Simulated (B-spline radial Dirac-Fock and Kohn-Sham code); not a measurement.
Relativistic shifts of the levels of I⁴⁵⁺

System: the I⁴⁵⁺ ion, [He] 2s2 2p4.

Both columns are ΔSCF binding energies of the configuration average from a radial B-spline solver: non-relativistic Hartree-Fock with a point nucleus, and Dirac-Fock with a finite nucleus and the Coulomb interaction alone, averaged over the two j levels with weights 2j+1.

```
shell  Hartree-Fock (eV)  Dirac-Fock (eV)  shift (eV)  shift (%)
   1s            35486.3          36884.7    +1398.35      +3.94
   2s             7971.5           8365.5     +394.00      +4.94
   2p             7770.8           7921.7     +150.86      +1.94
```

Relativity binds 1s, 2s, 2p more strongly, among those listed most of all 2s in relative terms.

Values without a named source are computed, but for edge energies of neutral atoms, which are taken from tables.
